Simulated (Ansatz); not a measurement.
CBF$_{2}$N (`N#CB(F)F`). Charge 0, multiplicity 1. Geometry: relaxed with PBE0-D4/def2-TZVP.

```xyz
5

N    -0.890   -0.007    1.909
C    -0.404   -0.003    0.867
B     0.248    0.002   -0.532
F     0.837    1.081   -0.972
F     0.209   -1.073   -1.272
```

Question: What is the dipole moment at ωB97M-V/def2-TZVPP? (Estimate.)

Answer: The calculation gave: 1.88 D, with components (0.79, 0.01, -1.70) D in this frame, pointing from negative to positive charge.

Question: And with PBE, r2SCAN, B3LYP? (An estimate is asked.)

Answer: Ansatz gave: PBE 1.87 D, r2SCAN 1.87 D, B3LYP 1.83 D.

Question: Give the Mulliken charges with ωB97M-V, B3LYP, PBE in def2-TZVPP. (Estimate.)

Answer: Computed: 
| atom | ωB97M-V | B3LYP | PBE |
| --- | --- | --- | --- |
| N1 | 0.02 | 0.04 | 0.08 |
| C2 | -0.16 | -0.19 | -0.25 |
| B3 | 0.53 | 0.53 | 0.48 |
| F4 | -0.19 | -0.19 | -0.15 |
| F5 | -0.19 | -0.19 | -0.15 |

B3LYP here is the variant with VWN-RPA as its local correlation; programs differ in this.
